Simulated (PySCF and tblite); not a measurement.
Values are calculated unless marked as measured or tabulated.
Stationary points of C₂H₃F₃O₂Si at GFN2-xTB, in Å:

Structure A

```
 1 O    -0.125   -1.640   -0.314
 2 C    -0.431   -0.503   -0.115
 3 O     0.367    0.492    0.106
 4 Si    2.051    0.329    0.150
 5 C    -1.914   -0.030   -0.093
 6 F    -2.765   -1.027   -0.318
 7 F    -2.226    0.511    1.091
 8 F    -2.131    0.906   -1.026
 9 H     2.362   -0.603    1.227
10 H     2.347    1.725    0.424
11 H     2.468   -0.157   -1.158
```

Structure B

```
 1 O    -0.689   -2.044   -0.591
 2 C    -0.528   -0.975   -0.094
 3 O     0.555   -0.521    0.459
 4 Si    1.886    0.401    0.095
 5 C    -1.684    0.078   -0.008
 6 F    -2.846   -0.397   -0.443
 7 F    -1.857    0.514    1.245
 8 F    -1.376    1.153   -0.756
 9 H     2.553    0.319    1.382
10 H     1.416    1.732   -0.276
11 H     2.569   -0.260   -1.012
```

Structure C

```
 1 O    -1.014   -2.234    0.269
 2 C    -0.545   -1.144    0.158
 3 O     0.697   -0.830    0.335
 4 Si    1.702    0.488    0.116
 5 C    -1.452    0.075   -0.213
 6 F    -2.675   -0.294   -0.567
 7 F    -1.561    0.923    0.822
 8 F    -0.924    0.778   -1.231
 9 H     2.814    0.019    0.924
10 H     1.065    1.692    0.634
11 H     1.945    0.551   -1.319
```

The path came from a restrained scan, a climbing-image band and a saddle search at GFN2-xTB; energies are PBE0/pcSseg-1 + D3(BJ)//GFN2-xTB, thermal terms GFN2-xTB.

Question: Which structure is a saddle point, and along which motion?

Answer: B: one imaginary mode (64i cm⁻¹ at GFN2-xTB, mostly on Si4, O3, O1), along the rotation about the C2–O3 bond (torsion O1–C2–O3–Si4 from 0° to 172°, rising).

Question: Give their symmetry and energies above the lowest.

Answer: A Cs, 0.0 kcal/mol; B C1, 6.9 kcal/mol; C C1, 5.4 kcal/mol.
